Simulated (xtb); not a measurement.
HIn, triplet, from a rough starting geometry (GFN-xTB shapes and energies of metal compounds can be far from the true ones) (the spin is typed, not shown lowest); GFN2-xTB in xtb.

Here is a job for xtb.
```
$ xtb mol.xyz --gfn 2 --uhf 2 --opt vtight --json

# file mol.xyz
2

In     0.57383577     0.17061738    -0.87803811
H     -0.55661967    -0.15644193     0.77169237
```

### Question
Predict the main parts of the log of this xtb run.

### Answer

```
   ID    Z sym.   atoms
    1   49 In     1
    2    1 H      2

           -------------------------------------------------
          |                Calculation Setup                |
           -------------------------------------------------

           -------------------------------------------------
          |                 G F N 2 - x T B                 |
           -------------------------------------------------

          ...................................................
          :                      SETUP                      :
          :.................................................:
          :  # basis functions                  11          :
          :  # atomic orbitals                  10          :
          :  # shells                            4          :
          :  # electrons                         4          :
          :  max. iterations                   250          :
          :  Hamiltonian                  GFN2-xTB          :
          :  restarted?                      false          :
          :  GBSA solvation                  false          :
          :  PC potential                    false          :
          :  electronic temp.          300.0000000     K    :
          :  accuracy                    1.0000000          :
          :  -> integral cutoff          0.2500000E+02      :
          :  -> integral neglect         0.1000000E-07      :
          :  -> SCF convergence          0.1000000E-05 Eh   :
          :  -> wf. convergence          0.1000000E-03 e    :
          :  Broyden damping             0.4000000          :
          :  net charge                          0          :
          :  unpaired electrons                  2          :
          ...................................................

 iter      E             dE          RMSdq      gap      omega  full diag
   1     -1.5366088 -0.153661E+01  0.347E+00    0.00       0.0  T
   2     -1.5379771 -0.136822E-02  0.152E+00    0.00       1.0  T
   3     -1.5380638 -0.867051E-04  0.428E-01    0.00       1.0  T
   4     -1.5380686 -0.482722E-05  0.104E-01    0.00       1.0  T
   5     -1.5380728 -0.423437E-05  0.779E-02    0.00       1.0  T
   6     -1.5380660  0.677446E-05  0.166E-01    0.00       1.0  T
   7     -1.5380735 -0.745028E-05  0.332E-03    0.00      21.3  T
   8     -1.5380735 -0.532581E-08  0.403E-05    0.00    1753.3  T
   9     -1.5380735 -0.764278E-12  0.644E-06    0.00   10972.6  T

   *** convergence criteria satisfied after 9 iterations ***

 transition dipole moment (au) for excitation:           2           3
     X       Y       Z
   0.0866  -0.7512  -0.0896  total (au/Debye):    0.761   1.936
 dE (eV)             :    6.001
 oscillator strength :  0.12057E+00

         :::::::::::::::::::::::::::::::::::::::::::::::::::::
         ::                     SUMMARY                     ::
         :::::::::::::::::::::::::::::::::::::::::::::::::::::
         :: total energy              -1.537841478429 Eh    ::
         :: gradient norm              0.001451543226 Eh/a0 ::
         :: HOMO-LUMO gap              0.000000000000 eV    ::
         ::.................................................::
         :: SCC energy                -1.538073500490 Eh    ::
         :: -> isotropic ES           -0.000322637532 Eh    ::
         :: -> anisotropic ES          0.000035712050 Eh    ::
         :: -> anisotropic XC          0.000673472070 Eh    ::
         :: -> dispersion             -0.000260372197 Eh    ::
         :: repulsion energy           0.000232022061 Eh    ::
         :: add. restraining           0.000000000000 Eh    ::
         :: total charge               0.000000000000 e     ::
         :::::::::::::::::::::::::::::::::::::::::::::::::::::

      -----------------------------------------------------------
     |                   =====================                   |
     |                        A N C O P T                        |
     |                   =====================                   |
     |               Approximate Normal Coordinate               |
     |                Rational Function Optimizer                |
      -----------------------------------------------------------
      -----------------------------------------------------------
     |                   =====================                   |
     |                        A N C O P T                        |
     |                   =====================                   |
     |               Approximate Normal Coordinate               |
     |                Rational Function Optimizer                |
      -----------------------------------------------------------

          ...................................................
          :                      SETUP                      :
          :.................................................:
          :   optimization level         verytight          :
          :   max. optcycles                   200          :
          :   ANC micro-cycles                  20          :
          :   degrees of freedom                 1          :
          :.................................................:
          :   RF solver                   davidson          :
          :   write xtbopt.log                true          :
          :   linear (good luck)              true          :
          :   energy convergence         0.1000000E-06 Eh   :
          :   grad. convergence          0.2000000E-03 Eh/α :
          :   maxmium RF displ.          1.0000000          :
          :   Hlow (freq-cutoff)         0.1000000E-01      :
          :   Hmax (freq-cutoff)         5.0000000          :
          :   S6 in model hess.         20.0000000          :
          ...................................................

generating ANC from exact Hessian ...
Using Lindh-Hessian (1995)
 Shifting diagonal of input Hessian by    0.0000000000000000
 Lowest  eigenvalues of input Hessian
[...]
 * total energy  :    -1.5378415 Eh     change       -0.5995204E-14 Eh
 * total energy  :    -1.5378961 Eh     change       -0.5467044E-04 Eh
 * total energy  :    -1.5378985 Eh     change       -0.2392189E-05 Eh
 * total energy  :    -1.5378987 Eh     change       -0.1989482E-06 Eh
 * total energy  :    -1.5378987 Eh     change       -0.3826426E-09 Eh
   *** GEOMETRY OPTIMIZATION CONVERGED AFTER 5 ITERATIONS ***
[...]

          ...................................................
          :                      SETUP                      :
          :.................................................:
          :  # basis functions                  11          :
          :  # atomic orbitals                  10          :
          :  # shells                            4          :
          :  # electrons                         4          :
          :  max. iterations                   250          :
          :  Hamiltonian                  GFN2-xTB          :
          :  restarted?                      false          :
          :  GBSA solvation                  false          :
          :  PC potential                    false          :
          :  electronic temp.          300.0000000     K    :
          :  accuracy                    1.0000000          :
          :  -> integral cutoff          0.2500000E+02      :
          :  -> integral neglect         0.1000000E-07      :
          :  -> SCF convergence          0.1000000E-05 Eh   :
          :  -> wf. convergence          0.1000000E-03 e    :
          :  Broyden damping             0.4000000          :
          :  net charge                          0          :
          :  unpaired electrons                  2          :
          ...................................................

 iter      E             dE          RMSdq      gap      omega  full diag
   1     -1.5382731 -0.153827E+01  0.897E-05    0.00       0.0  T
   2     -1.5382731 -0.823785E-13  0.577E-05    0.00    1225.9  T
   3     -1.5382731 -0.248690E-13  0.184E-05    0.00    3837.3  T

   *** convergence criteria satisfied after 3 iterations ***

 transition dipole moment (au) for excitation:           2           3
     X       Y       Z
   0.0955  -0.7663  -0.0864  total (au/Debye):    0.777   1.975
 dE (eV)             :    5.899
 oscillator strength :  0.12339E+00

         :::::::::::::::::::::::::::::::::::::::::::::::::::::
         ::                     SUMMARY                     ::
         :::::::::::::::::::::::::::::::::::::::::::::::::::::
         :: total energy              -1.537898740386 Eh    ::
         :: gradient norm              0.000000048634 Eh/a0 ::
         :: HOMO-LUMO gap              0.000000000000 eV    ::
         ::.................................................::
         :: SCC energy                -1.538273119386 Eh    ::
         :: -> isotropic ES           -0.000391790252 Eh    ::
         :: -> anisotropic ES          0.000030553732 Eh    ::
         :: -> anisotropic XC          0.000644819640 Eh    ::
         :: -> dispersion             -0.000246074042 Eh    ::
         :: repulsion energy           0.000374379000 Eh    ::
         :: add. restraining           0.000000000000 Eh    ::
         :: total charge              -0.000000000000 e     ::
         :::::::::::::::::::::::::::::::::::::::::::::::::::::

           -------------------------------------------------
          |                Property Printout                |
           -------------------------------------------------

    * Orbital Energies and Occupations

         #    Occupation            Energy/Eh            Energy/eV
      -------------------------------------------------------------
         1        2.0000           -0.5070171             -13.7966
         2        1.0000           -0.4062088             -11.0535
         3        0.5000           -0.1894422              -5.1550 (HOMO)
         4        0.5000           -0.1894422              -5.1550 (LUMO)
         5                         -0.1302149              -3.5433
         6                         -0.0467776              -1.2729
         7                         -0.0467776              -1.2729
         8                         -0.0433194              -1.1788
         9                         -0.0433194              -1.1788
        10                          0.3728353              10.1454
      -------------------------------------------------------------
                  HL-Gap            0.0000000 Eh            0.0000 eV
             Fermi-level           -0.3230276 Eh           -8.7900 eV

     #   Z          covCN         q      C6AA      α(0)
     1  49 In       0.726    -0.064   564.744    62.373
     2   1 H        0.726     0.064     2.264     2.382

 Mol. C6AA /au·bohr⁶  :        632.239373
 Mol. C8AA /au·bohr⁸  :      86297.211900
 Mol. α(0) /au        :         64.754998

Wiberg/Mayer (AO) data.
largest (>0.10) Wiberg bond orders for each atom

 ---------------------------------------------------------------------------
     #   Z sym  total        # sym  WBO       # sym  WBO       # sym  WBO
 ---------------------------------------------------------------------------
     1  49 In   0.602 --     2 H    0.602
     2   1 H    0.602 --     1 In   0.602
 ---------------------------------------------------------------------------

Topologies differ in total number of bonds
Writing topology from bond orders to xtbtopo.mol

molecular dipole:
                 x           y           z       tot (Debye)
 q only:       -0.133      -0.038       0.194
   full:       -0.057      -0.017       0.084       0.262
molecular quadrupole (traceless):
                xx          xy          yy          xz          yz          zz
 q only:        0.016      -0.004       0.021       0.025       0.010      -0.036
  q+dip:       -0.027       0.134      -0.455      -0.675      -0.194       0.482
   full:       -0.030       0.147      -0.499      -0.739      -0.213       0.528

optimized geometry written to: xtbopt.xyz

           -------------------------------------------------
          | TOTAL ENERGY               -1.537898740386 Eh   |
          | GRADIENT NORM               0.000000048634 Eh/α |
          | HOMO-LUMO GAP               0.000000000000 eV   |
           -------------------------------------------------

normal termination of xtb
```
